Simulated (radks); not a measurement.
Values are calculated unless marked as measured or tabulated.
Task: Coherent X-ray form factor from a spherical all-electron density. Code: a radial shooting solver on a logarithmic mesh with Libxc functionals. Model: scalar-relativistic Kohn-Sham, PBE, spin-unpolarised, spherical densities, point nucleus.

| sin(theta)/lambda (1/angstrom) | f0 (electrons) |
|---|---|
| 0.05 | 41.906 |
| 0.1 | 41.627 |
| 0.15 | 41.169 |
| 0.2 | 40.543 |
| 0.25 | 39.762 |
| 0.3 | 38.844 |
| 0.4 | 36.674 |
| 0.5 | 34.202 |
| 0.6 | 31.598 |
| 0.8 | 26.574 |
| 1 | 22.395 |
| 1.25 | 18.624 |
| 1.5 | 16.057 |
| 2 | 12.381 |

The species is in the configuration that NIST lists as its ground one. Which atom or ion scatters so?

Result: The holmium ion Ho25+, [Kr] 4d6. Extrapolating in s^2 from the first two rows gives f0(0) = 42.0, near the electron count 42; among species with that count, the fall with angle is slower the higher Z, and the table is that of Z = 67; from so few rows the species is fixed only to a neighbour or two.
